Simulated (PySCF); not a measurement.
SMILES c1ccc(cc1)[SiH2][SiH2]OC (C₇H₁₂OSi₂), GFN2-xTB optimised geometry.

```
22

C     -3.75    -2.76    -0.65
O     -2.45    -2.30    -0.44
Si    -1.95    -0.75    -0.37
Si     0.28    -1.15     0.02
C      1.23     0.49     0.00
C      0.58     1.72     0.00
C      1.29     2.91     0.00
C      2.68     2.88     0.00
C      3.34     1.67     0.00
C      2.62     0.49     0.00
H     -4.42    -2.39     0.12
H     -3.73    -3.85    -0.62
H     -4.12    -2.44    -1.63
H     -2.71    -0.04     0.68
H     -2.32    -0.04    -1.60
H      0.58    -1.78     1.31
H      0.95    -2.01    -0.98
H     -0.50     1.75     0.00
H      0.77     3.85     0.01
H      3.24     3.81     0.00
H      4.42     1.64     0.00
H      3.14    -0.46     0.00
```

Density from PySCF 2.14.0 with B3LYP/def2-SVP at that geometry.

Minimum of the electron density along straight lines between bonded atoms, close to the bond critical point (lines longer than 1.1 times the sum of covalent radii, or with two minima, are not listed):

```csv
bond,length / Å,ρ at the minimum / e bohr⁻³,∇²ρ there / e bohr⁻⁵,position (fraction from the first atom)
C1–O2,1.392,?,?,0.34
O2–Si3,1.625,?,1.07,0.59
Si4–C5,1.890,0.112,0.33,0.38
C5–C6,1.391,0.309,-0.78,0.49
C6–C7,1.384,0.315,-0.82,0.50
C7–C8,1.384,0.315,-0.82,0.50
C8–C9,1.385,0.314,-0.82,0.50
C5–C10,1.391,0.309,-0.78,0.50
C9–C10,1.383,0.315,-0.82,0.50
C1–H11,1.093,0.282,-1.07,0.63
C1–H12,1.091,0.284,-1.09,0.64
C1–H13,1.093,0.282,-1.07,0.63
Si3–H14,1.476,0.115,0.32,0.49
Si3–H15,1.476,0.115,0.32,0.49
Si4–H16,1.477,0.114,0.32,0.49
Si4–H17,1.475,0.114,0.32,0.49
C6–H18,1.082,0.283,-1.06,0.62
C7–H19,1.081,0.283,-1.08,0.63
C8–H20,1.080,0.284,-1.08,0.63
C9–H21,1.081,0.284,-1.08,0.63
C10–H22,1.081,0.285,-1.08,0.63
```

**Question.** Complete the blanks.

**Answer.** 
- C1–O2, ρ at the minimum / e bohr⁻³: 0.261
- C1–O2, ∇²ρ there / e bohr⁻⁵: -0.31
- O2–Si3, ρ at the minimum / e bohr⁻³: 0.129
